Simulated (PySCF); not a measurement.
C₅H₁₂S₂, SMILES CSCCCSC.

The structure is a stationary point at PBE0-D3(BJ)/def2-SVP. One conformer was computed; it need not be the lowest.

Computed with TDA-CAM-B3LYP/def2-SVPD run with PySCF.

Vertical excitations. The molecule is in vacuum. State labels are in the subgroup C2v.

```
state  symmetry  energy (eV)  λ (nm)      f                                                                main pairs
-----  --------  -----------  ------  -----  ------------------------------------------------------------------------
S1           A2         5.42     229  0.000                  HOMO→LUMO+1 52 %, HOMO−1→LUMO+2 17 %, HOMO−1→LUMO+6 10 %
S2           B2         5.46     227  0.000                    HOMO−1→LUMO+1 48 %, HOMO→LUMO+2 21 %, HOMO→LUMO+6 11 %
S3           A2         5.95     208  0.000                                        HOMO→LUMO 63 %, HOMO−1→LUMO+2 18 %
S4           B2         6.01     206  0.027                      HOMO−1→LUMO 56 %, HOMO→LUMO+2 21 %, HOMO→LUMO+6 12 %
S5           A2         6.45     192  0.000  HOMO→LUMO+3 54 %, HOMO−1→LUMO+5 17 %, HOMO−1→LUMO+6 12 %, HOMO→LUMO 11 %
S6           B2         6.50     191  0.054  HOMO−1→LUMO+3 45 %, HOMO→LUMO+5 23 %, HOMO→LUMO+6 13 %, HOMO−1→LUMO 13 %
T1           A2         4.96     250      0                  HOMO→LUMO+1 44 %, HOMO−1→LUMO+2 13 %, HOMO−1→LUMO+6 13 %
T2           B2         4.99     249      0                    HOMO−1→LUMO+1 41 %, HOMO→LUMO+2 16 %, HOMO→LUMO+6 14 %
```
Triplets are in the Tamm–Dancoff approximation.
